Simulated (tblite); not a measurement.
Species: C8H12P (charge -1).
SMILES with atom numbers: `[CH3:1][c:2]1[cH:3][c:4]([CH:5]([CH3:6])[CH3:7])[cH:8][p-:9]1` (hydrogens: H10, H11, H12 on C1; H13 on C3; H14 on C5; H15, H16, H17 on C6; H18, H19, H20 on C7; H21 on C8)

Geometry (GFN2-xTB, Å), atoms numbered from 1 in this order:
```
atom  x, y, z in Å
C1     3.6738    0.0802   -0.0209
C2     2.2409   -0.3643    0.0433
C3     1.1609    0.4952    0.0025
C4    -0.0787   -0.1548    0.0878
C5    -1.4023    0.5651    0.0692
C6    -2.1187    0.4291    1.4165
C7    -2.3005    0.0478   -1.0576
C8     0.0697   -1.5234    0.1994
P9     1.7349   -2.0395    0.1949
H10    3.8489    0.7208   -0.8916
H11    4.3362   -0.7823   -0.0884
H12    3.9509    0.6526    0.8713
H13    1.2635    1.5726   -0.0879
H14   -1.2097    1.6329   -0.1092
H15   -2.3092   -0.6205    1.6302
H16   -3.0708    0.9654    1.4178
H17   -1.4928    0.8281    2.2124
H18   -1.7985    0.1562   -2.0175
H19   -2.5153   -1.0079   -0.9074
H20   -3.2464    0.5939   -1.0930
H21   -0.7457   -2.2303    0.2823
```

All values are computed: GFN2-xTB (tblite) harmonic vibrations without scaling, gas phase. Against measured fundamentals such values can be off by several per cent, at times by over 20. One conformer, not necessarily the lowest.

Harmonic wavenumbers (cm⁻¹): 36.0, 81.7, 115.0, 169.4, 199.6, 223.0, 227.5, 263.7, 327.1, 333.9, 438.8, 468.1, 514.8, 588.6, 595.6, 730.5, 736.8, 773.6, 886.7, 910.0, 935.5, 961.9, 977.1, 993.8, 1025.5, 1080.5, 1127.6, 1129.2, 1169.9, 1185.2, 1223.0, 1304.7, 1321.2, 1388.0, 1392.7, 1405.7, 1423.5, 1436.4, 1499.7, 1502.5, 1505.9, 1507.1, 1508.9, 1511.5, 1519.4, 2875.9, 2900.6, 2926.1, 2952.9, 2960.2, 2974.0, 2999.6, 3009.3, 3017.4, 3022.4, 3028.7, 3031.6.

A = 2776, B = 826.2, C = 738.6 MHz; mass 139.068 u (most abundant isotopes); point group C1, symmetry number 1.

What is the zero-point energy?

½Σν̃ = 38178 cm⁻¹ = 456.71 kJ/mol.

What is S at 273.15 K and 1 bar for an ideal gas of classical rigid rotors and harmonic oscillators?

Translation 168.58, rotation 122.88, vibration 115.38: S = 406.8 J/(mol K).

And Cp and H(273.15 K) − H(0)?

Cp = 156.58 J/(mol K), of which vibrations give 123.33 (their classical limit is 57 R = 473.9); H(273.15 K) − H(0) = 25.99 kJ/mol without the zero-point energy, 16.90 from vibrations.

Blend soft modes into free rotors: weight 1/[1 + (100 cm⁻¹/ν̃)⁴] for the oscillator and the rest for a rotor with moment μB/(μ + B), μ = h/(8π²ν), B = 10⁻⁴⁴ kg m². What vibrational entropy results?

106.67 J/(mol K) in place of 115.38, which changes −T·S at 273.15 K by +2.38 kJ/mol.

Which modes carry the vibrational entropy at 273.15 K?

36.0 cm⁻¹: 22.15; 81.7 cm⁻¹: 15.39; 115.0 cm⁻¹: 12.61; 169.4 cm⁻¹: 9.53; 199.6 cm⁻¹: 8.27; 223.0 cm⁻¹: 7.44 J/(mol K); the other 51 give 39.99 together.

Hindered rotation and anharmonicity are outside this model. Other conformers, if any are populated, would add a mixing term that is left out.

Time: 0.93 s. Hardware: Arm Neoverse V1, one thread, no GPU, on a shared host. The figure is for the frequency step alone.
